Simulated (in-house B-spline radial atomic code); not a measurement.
A radial electron density 4πr²n(r) was computed for an atom or ion in its tabulated ground configuration with a B-spline radial code for spherical atoms; method: Dirac-Hartree-Fock, average of configuration. Columns: r (bohr), 4πr²n(r) (electrons per bohr), bar.

```
 0.00307   0.5086 #
 0.00366   0.7045 #
 0.00438   0.9784 ##
 0.00523    1.346 ###
 0.00625    1.843 ####
 0.00747    2.505 #####
 0.00893    3.376 #######
  0.0107    4.516 #########
  0.0127    5.879 ###########
  0.0152    7.635 ###############
  0.0182    9.739 ###################
  0.0218    12.16 #######################
   0.026    14.72 ############################
  0.0311    17.33 #################################
  0.0371    19.66 ######################################
  0.0444    21.43 #########################################
   0.053    22.26 ###########################################
  0.0634    21.95 ##########################################
  0.0757    20.57 ########################################
  0.0905    18.52 ####################################
   0.108    16.59 ################################
   0.129    15.67 ##############################
   0.154    16.35 ################################
   0.185    18.62 ####################################
   0.221    21.29 #########################################
   0.264    22.83 ############################################
   0.315    21.92 ##########################################
   0.376    18.31 ###################################
    0.45    13.05 #########################
   0.537    8.256 ################
   0.642    5.443 ##########
   0.767     4.91 #########
   0.917    5.519 ###########
     1.1    5.776 ###########
    1.31    4.966 ##########
    1.57    3.348 ######
    1.87    1.783 ###
    2.24   0.7008 #
    2.67   0.2063 
    3.19  0.04141 
    3.81 0.005412 
    4.56 0.0004103
```

(1) Which atom or ion is it?
A. K3+
B. Ar3+
C. Cl3+
D. Ti4+

## Answers

(1) A. The area under the curve, ∫4πr²n dr = ∫r·4πr²n d(ln r) on this logarithmic grid, is 16 electrons, which only this option has. The configuration is [Ne] 3s2 3p4.
